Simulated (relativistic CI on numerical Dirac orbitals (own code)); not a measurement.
## One change at a time: Ir LII

Base calculation: Dirac-Coulomb-Breit CI, orbitals from a KLI potential per configuration, model QED, unscaled Slater integrals.

CI space (outside the closed core [Ne]): 3s2 3p6 3d8, 3s2 3p5 3d9, 3s2 3p4 3d10, 3s 3p6 3d9, 3p6 3d10, 3s 3p5 3d10, 3s2 3p6 3d7 4s, 3s2 3p6 3d7 4p, 3s2 3p4 3d9 4s, 3s2 3p6 3d7 4d, 3s2 3p4 3d9 4p, 3s2 3p5 3d8 4s, 3s2 3p6 3d7 4f, 3s2 3p4 3d9 4d, 3s 3p5 3d9 4s, 3s2 3p5 3d8 4p. Levels of other configurations are missing.

Variants: (1) P86 correlation estimate; (2) QED terms removed; (3) one mean potential for all configurations. Shifts of the energy above 3s2 3p6 3d8 3F_4, in eV, for the lowest level and the first level of each name with at least 55 % of one term (blank where a level changes its place among those of its configuration and J or its character, or is not in the variant):

```csv
Level,Base,Δ(1),Δ(2),Δ(3)
3s2 3p6 3d8 3F_4,0.00,0.00,0.00,0.00
3s2 3p6 3d8 3F_3,79.39,0.00,-0.21,+0.02
3s2 3p6 3d8 3P_1,95.09,0.00,-0.21,+0.01
3s2 3p6 3d8 1G_4,95.15,0.00,-0.21,+0.01
3s2 3p6 3d8 3F_2,166.26,0.00,-0.41,+0.03
3s2 3p5 3d9 3F°_4,462.24,+0.30,+0.73,-0.15
3s2 3p5 3d9 3D°_3,489.38,+0.31,+0.72,-0.15
3s2 3p5 3d9 3P°_0,565.82,+0.31,+0.52,-0.15
3s2 3p5 3d9 3F°_3,568.08,+0.30,+0.52,-0.15
3s2 3p5 3d9 3F°_2,925.02,+0.31,+0.17,-0.15
3s2 3p4 3d10 3P_2,958.68,+0.56,+1.47,-0.19
3s2 3p4 3d10 1S_0,982.34,+0.56,+1.43,-0.18
3s 3p6 3d9 3D_3,1108.74,+0.48,+5.17,0.00
3s 3p6 3d9 3D_1,1191.30,+0.48,+4.96,-0.01
3s2 3p4 3d10 3P_1,1337.13,+0.56,+1.08,-0.25
3s2 3p4 3d10 1D_2,1353.38,+0.56,+1.22,-0.24
3s 3p5 3d10 3P°_2,1572.91,+0.73,+5.87,+0.16
3s 3p5 3d10 1P°_1,1610.35,+0.73,+5.86,+0.18
3s2 3p4 3d10 3P_0,1731.35,+0.56,+0.78,-0.30
3s2 3p6 3d7 4s 5F_5,1839.09,+1.80,-1.93,+1.05
3s2 3p6 3d7 4s 5F_4,1919.27,+1.80,-2.14,+1.37
3s2 3p6 3d7 4s 5P_3,1932.00,+1.80,-2.14,+1.27
```

At this charge energies of transitions that change n are usually good to better than 1 %, and those within a shell (Δn = 0) to a few per cent.

Ionisation energy from the two ground configurations alone: base 4805.71 eV; P86 correlation estimate 4807.91 eV. The NIST ASD value (theoretical) is 4806 eV.

LS names give the leading component of a level, which can be under half, so a name can repeat, a term be missing and a line seem to break the LS rules.
